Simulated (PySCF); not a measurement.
GeO₂ + 2 F₂ → GeF₄ + O₂

Level: B3LYP in the def2-TZVP basis family, all electrons, no relativity, computed in PySCF with density fitting; open shells unrestricted.

```
species              state and structure  ZPE (kJ/mol)  H(298 K) − H(0) (kJ/mol)  S° (J/(mol K))
   GeO₂  singlet, D∞h, Ge–O 1.624 Å (×2)          14.2                      11.8           245.6
     F₂        singlet, D∞h, F–F 1.396 Å           6.3                       8.8           202.2
   GeF₄   singlet, Td, Ge–F 1.702 Å (×4)          25.4                      17.5           303.9
     O₂        triplet, D∞h, O–O 1.204 Å           9.8                       8.7           205.0
```

**Question.** Is the gas-phase reaction uphill or downhill in electronic energy at this level, and by how much?

**Answer.** At B3LYP/def2-TZVP, ΔE = -1120.0 kJ/mol, downhill. Fluorination of this kind underlies dry etching and chamber cleaning.

**Question.** Add zero-point, thermal and entropy terms for 298.15 K and 1 bar.

**Answer.** ΔZPE = 8.4 and Δ[H(298) − H(0)] = -3.2 kJ/mol give ΔH° = -1114.8 kJ/mol. ΔS° = -141.1 J/(mol K), so ΔG° = -1114.8 − 298.15 × (-0.1411) = -1073 kJ/mol.

Each species is the lowest minimum found with this bonding; other isomers or fragments can lie lower.
